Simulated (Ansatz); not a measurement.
`CC([SiH3])(Cl)Cl` → `[SiH3]C(Cl)Cl` + `[CH2]` (triplet) at 298.15 K and 1 bar (formal loss of a carbene).

Calculated with Ansatz (gas phase, PBE0-D4/def2-TZVP geometries, no zero-point term in ΔE). CCSD(T)/CBS adds triple-zeta CCSD(T) − MP2 to the extrapolated MP2 energy (def2 sets, frozen cores). This one scheme is used for every species. Triplets are unrestricted, without spin–orbit coupling.

```
           species  CCSD(T)/CBS energy (Eh)  H − E (kJ/mol)  S (J/(mol·K))
`CC([SiH3])(Cl)Cl`              -1288.34619           209.8          352.0
   `[SiH3]C(Cl)Cl`              -1249.07910           133.4          327.6
 `[CH2]` (triplet)                -39.09499            55.4          195.3
```

H − E and S are ideal-gas, rigid-rotor, harmonic terms from PBE0-D4/def2-TZVP, with the whole ground term of open shells counted as degenerate. 1 Eh = 2625.50 kJ/mol, R = 8.31446 J/(mol·K).

Task: By hand: ΔE, ΔH, ΔS and ΔG.

Result: ΔE = (-1249.07910) + (-39.09499) − (-1288.34619) = 0.17210 Eh = 451.8 kJ/mol. Δ(H − E) = 133.4 + 55.4 − 209.8 = -21.0, so ΔH = 430.8 kJ/mol. ΔS = 327.6 + 195.3 − 352.0 = 170.9 J/(mol·K). ΔG = 430.8 − 298.15 × (170.9)/1000 = 379.8 kJ/mol.

Task: By hand: the equilibrium constant, and the temperature at which ΔG would vanish if ΔH and ΔS stayed fixed.

Result: log₁₀ K = −ΔG/(RT ln 10) = -66.5. ΔG = 0 at ΔH/ΔS = 2521 K, far beyond where these terms or the molecules hold.

The number of gas molecules changes by +1, which sets the sign of ΔS. A doubt of 5 kJ/mol in ΔE shifts log₁₀ K by 0.9 here. A triplet takes part, so the spin changes. These are equilibria of isolated gas molecules and say nothing of rates. Largest T1 diagnostic: 0.011 (customary marks: 0.02 for closed shells, 0.045 for open ones).
